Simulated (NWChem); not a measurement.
System: CHBr2Cl; SMILES ClC(Br)Br

The following NWChem deck was run.

```
start job
memory heap 200 mb stack 900 mb global 1100 mb
geometry units angstroms noautoz
  Cl     2.067588    -0.089335     0.000000
  C      0.413277     0.501829     0.000000
  Br    -0.534199    -0.030806     1.596235
  Br    -0.534199    -0.030806    -1.596235
  H      0.437521     1.595445     0.000000
end
basis spherical
  * library sto-3g
end
dft
  xc b3lyp
  iterations 150
  mulliken
end
task dft energy
```

Coordinates come from a PBE0/def2-SVP optimisation. B3LYP is NWChem's, with the RPA form of VWN correlation.

Task: What results follow from this input? (B3LYP/STO-3G.) Quantities: basis functions; energy (Ha); highest occupied level (eV); orbital gap (eV); dipole (D).

Result: 
* **number of basis functions**: 51
* **energy (Ha)**: -5585.39
* **highest occupied level (eV)**: -5.40
* **orbital gap (eV)**: 7.43
* **dipole (D)**: 1.38
